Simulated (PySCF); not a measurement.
Species: C₄H₇F₃S.
Structure used (GFN2-xTB), in Å, numbered top down from 1:
```
atom  x, y, z in Å
C1    -2.178    0.124    0.506
C2    -0.827    0.474   -0.109
C3    -0.080   -0.792   -0.496
S4     1.457   -0.472   -1.433
C5     2.504    0.172   -0.089
F6     2.194    1.428    0.254
F7     2.400   -0.560    1.024
F8     3.779    0.167   -0.459
H9    -2.047   -0.488    1.395
H10   -2.793   -0.425   -0.203
H11   -2.704    1.032    0.789
H12   -0.974    1.090   -0.997
H13   -0.242    1.051    0.609
H14   -0.671   -1.394   -1.186
H15    0.178   -1.399    0.372
```

The closed-shell SCF was solved with PySCF and density fitting under several settings on one GFN2-xTB geometry (grid level 2 and gas phase unless stated).

```json
{"settings": "PBE0/pcSseg-1", "basis functions": "178", "SCF cycles": "12", "E (Eh)": "-853.6990", "HOMO (eV)": "-7.46", "LUMO (eV)": "0.26", "dipole (D)": "2.49"}
{"settings": "PBE0/def2-SVPD", "basis functions": "232", "SCF cycles": "13", "E (Eh)": "-853.3251", "HOMO (eV)": "-7.46", "LUMO (eV)": "-0.09", "dipole (D)": "2.63"}
```

Q: Estimate the rows for these settings: (1) wB97X/STO-3G, grid level 4, start guess vsap; (2) HF/pcSseg-1.

A: 
| settings | basis functions | SCF cycles | E (Eh) | HOMO (eV) | LUMO (eV) | dipole (D) |
| --- | --- | --- | --- | --- | --- | --- |
| wB97X/STO-3G, grid level 4, start guess vsap | 51 | 9 | -843.6958 | -6.34 | 8.51 | 1.15 |
| HF/pcSseg-1 | 178 | 10 | -851.3061 | -10.53 | 3.78 | 2.84 |

Q: Over all rows, what range does the HOMO–LUMO gap span?

A: From 7.37 eV (PBE0/def2-SVPD) to 14.85 eV (wB97X/STO-3G, grid level 4, start guess vsap). The functional of the narrowest has 25 % exact exchange, that of the widest range-separated exact exchange.

Q: Compare two rows with the functional PBE0: PBE0/pcSseg-1 and PBE0/def2-SVPD. Which energy is lower, and by how much?

A: PBE0/pcSseg-1 (178 functions) lies 0.3739 Eh or 235 kcal/mol below PBE0/def2-SVPD (232 functions). The smaller set gives the lower energy; the two sets aren't nested, so the variational bound doesn't order them by size.

Cycle counts include a coarse-grid stage where the run had one.

One conformer stands for the species.
